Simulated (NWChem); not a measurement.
Species: C2H6Si; SMILES C=C[SiH3]

All runs: NWChem. Pople sets run with spherical d functions. All runs use the structure optimised with PBE0/def2-SVP. Level: M06-2X/6-31G* with SMD (1 M gas to 1 M solution), gas-phase geometry. Reactions with the solvent are ignored.

Task: Predict the results for solvent water. Quantities: solvation free energy (kcal/mol); cavity-dispersion-structure term (kcal/mol); dipole in solution (D).

Result: solvation free energy (kcal/mol): 2.4
cavity-dispersion-structure term (kcal/mol): 3.9
dipole in solution (D): 0.96
